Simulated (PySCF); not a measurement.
Level of theory: PySCF with ωB97X-D3(BJ)/def2-TZVP // PBE0-D3(BJ)/def2-TZVP. Gas-phase values, no solvent. 

Reference species (SMILES): `c1occ2c1C2` (neutral, multiplicity 1).

```
Property          Value
-------------  --------
HOMO           -9.18 eV
dipole moment    1.13 D
```

Changed species: `CC#COC#C`.

### Question
Give the shifts of the HOMO and dipole moment.

### Answer
the HOMO drops by 0.25 eV, to -9.43 eV; the dipole moment increases by 0.29 D, to 1.42 D.
